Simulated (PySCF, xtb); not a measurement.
Zr(Cl)3(OH) (Cl3HOZr), SMILES [Cl][Zr]([Cl])([Cl])[OH], multiplicity 1.

GFN2-xTB (xtb 6.7.1) at its own geometry gives an orbital gap of 3.45 eV and a dipole moment of 4.97 D.

The structure is a stationary point at PBE0-D3(BJ)/def2-SVP. The multiplicity is an assumed one; no other spin state was optimised. The isomer is the one that the SMILES or the coordinates give; other isomers of the formula were not compared. The def2 effective core potentials stand for the cores of Zr; spin–orbit coupling is left out. The values are those of a single conformer.

Problem. What does M06-2X/def2-TZVP in PySCF give? (The exact figures need the calculation; the answer reports its results.)

Solution. gap 9.43 eV (levels -10.62 and -1.20 eV), dipole 2.96 D.
